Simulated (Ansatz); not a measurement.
Gas-phase electronic energies from Ansatz, PBE0-D4/def2-TZVP geometries. CCSD(T)/CBS is the MP2 limit (def2-TZVPP, def2-QZVPP) plus CCSD(T) − MP2 in def2-TZVPP, frozen cores. DFT in def2-TZVPP. B3LYP here is the variant with VWN-RPA as its local correlation; programs differ in this. Elements past krypton have def2 core potentials. For Ge, I outer-core shells are correlated without core-valence functions, which leaves a few kJ/mol of doubt a bond. Scalar relativity is left out up to krypton.

`[F][GeH]([AlH2])[SiH3]` + HI → `[AlH2][I]` + `[F][GeH2][SiH3]`  (cleavage of the Al–Ge bond)

CCSD(T)/CBS gives -31.9 kcal/mol.

**Question.** Another level gave -28.1 kcal/mol. Which?
A. B3LYP/def2-TZVPP
B. r2SCAN/def2-TZVPP
C. PBE-D4/def2-TZVPP
D. SCS-MP2/def2-TZVPP

**Answer.** C. PBE-D4 -28.1, SCS-MP2/def2-TZVPP -33.2, r2SCAN -31.4, B3LYP -30.4 kcal/mol.

Largest T1 diagnostic among the species: 0.013.

In def2-TZVPP, CCSD(T) changes the Hartree–Fock value by +5.0 kcal/mol (the triples alone add +0.3 kcal/mol) and MP2 by +2.2 kcal/mol. From PBE to PBE0 (25 % exact exchange), in def2-TZVPP and without D4, ΔE moves by −2.0 kcal/mol.
